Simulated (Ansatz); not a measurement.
The first iterations of a band of CH₅NSSi (9 atoms, charge 0, multiplicity 1).

Computed with RKS PBE/6-31G (Ansatz).

```json
{"movable images": "5", "climbing image": "yes", "spring": "5.0 eV/Å²", "optimiser": "quadratic models (default)", "start path": "through a guess of the saddle point", "force threshold": "0.03 eV/Å", "iteration limit": "60", "end points": "relaxed"}
```

Initial state:

```xyz
9
Properties=species:S:1:pos:R:3
Si 0.277 1.313 0.240
N -0.175 -0.455 0.419
C -0.203 -1.379 -0.584
S -0.612 -3.020 -0.404
H 0.356 1.553 -1.245
H -0.798 2.155 0.885
H 1.607 1.591 0.902
H -0.430 -0.825 1.341
H 0.067 -0.979 -1.571
```

Final state:

```xyz
9
Properties=species:S:1:pos:R:3
Si 0.894 1.494 0.535
N -0.663 0.039 0.509
C -0.294 -0.948 -0.466
S 0.193 -2.509 -0.072
H 0.586 1.804 -0.972
H -1.491 0.600 0.260
H 1.954 0.400 0.225
H -0.747 -0.358 1.455
H -0.343 -0.568 -1.492
```

| iteration | highest image above the first end (eV) | largest band force component (eV/Å) |
| --- | --- | --- |
| 1 | 4.931 | 6.712 |
| 2 | 3.268 | 3.390 |
| 3 | 2.509 | 1.929 |
| 4 | 2.647 | 0.797 |
| 5 | 2.972 | 1.595 |
| 6 | 2.901 | 1.404 |
| 7 | 2.690 | 1.222 |
| 8 | 2.524 | 0.780 |

Question: Does the band converge within its limit, and where does its top end?

Answer: It converged. It ended after 24 iterations with the highest image 2.594 eV above the first end. Neighbouring images differ by up to 1.9 eV, so the band resolves the path poorly. A vibrational analysis at the climbing image gives one clearly imaginary mode, 1239i cm⁻¹: a first-order saddle point. The orbitals stay closed-shell, which can raise the energy where a bond breaks towards radicals; this wasn't checked here. Limits of this set-up: no polarisation functions.

The run took 4.4 min on 1 thread of Arm Neoverse V2, on a shared host, peak memory 0.1 GiB.
